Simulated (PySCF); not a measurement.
# Finite-field polarisability of F (fluorine, neutral)

[He] 2s2 2p5, 2P determinant. All numbers are calculated (PySCF 2.14, no relativity, point nucleus, in aug-cc-pVQZ (6s5p4d3f2g, 80 functions)). Frozen: 1s2. Energy changes in a uniform field (μhartree):

| axis | F (au) | HF | MP2 | CCSD | CCSD(T) |
| --- | --- | --- | --- | --- | --- |
| x | 0.0081 | -100.677 | -109.845 | -108.691 | -110.061 |
| x | 0.0162 | -402.798 | -439.505 | -434.892 | -440.378 |
| y | 0.0077 | -99.275 | -111.098 | -109.666 | -111.591 |
| y | 0.0154 | -397.333 | -444.723 | -438.978 | -446.704 |

By symmetry the remaining axis equals y.

Question: Derive α along x at CCSD(T) from the two fields.

Answer: With ΔE = −αF²/2 − γF⁴/24, α = −(16 ΔE(F) − ΔE(2F))/(6F²) = 3.355 bohr³.

Question: And the mean polarisability at each level?

Answer: The components xx, yy, zz at CCSD(T) are 3.355, 3.763, 3.763, the third axis being equal by symmetry to one of the two computed. Means: HF 3.255, MP2 3.614, CCSD 3.570, CCSD(T) 3.627 bohr³. Reference: 3.74 ± 0.08 bohr³ (recommended; Schwerdtfeger and Nagle, table of static dipole polarizabilities (2023 update)).
